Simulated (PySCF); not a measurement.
The same groups moved round the core (quinoline fluoro+boryl). Gas-phase values, no solvent. One relaxed conformer stands for each flexible species; it need not be the lowest. Strings in code marks are SMILES.

Level of theory: PySCF with B3LYP-D3(BJ)/def2-TZVP // B3LYP-D3(BJ)/def2-SVP. All candidates: neutral, multiplicity 1. B3LYP has the VWN-RPA correlation part, as in Gaussian. Delta-SCF ions had no search for a lower state. Excitations are Tamm–Dancoff values on a coarser integration grid. The basis has no diffuse functions, so Rydberg states are missing or too high.

```yaml
T1 excitation (TDA): 2.55 eV
vertical ionisation energy (Delta-SCF): 8.67 eV
HOMO–LUMO gap: 3.88 eV
```

### Question
Identify which member has these values.
A) `Bc1cc2cccnc2cc1F`
B) `Bc1c(F)cnc2ccccc12`
C) `Bc1cc2ncccc2cc1F`
D) `Bc1ccc(F)c2ncccc12`

### Answer
B, `Bc1c(F)cnc2ccccc12`. The others give `Bc1cc2ncccc2cc1F`: 2.76 eV, 8.68 eV, 4.13 eV; `Bc1ccc(F)c2ncccc12`: 2.76 eV, 8.72 eV, 4.32 eV; `Bc1cc2cccnc2cc1F`: 2.82 eV, 8.70 eV, 4.17 eV
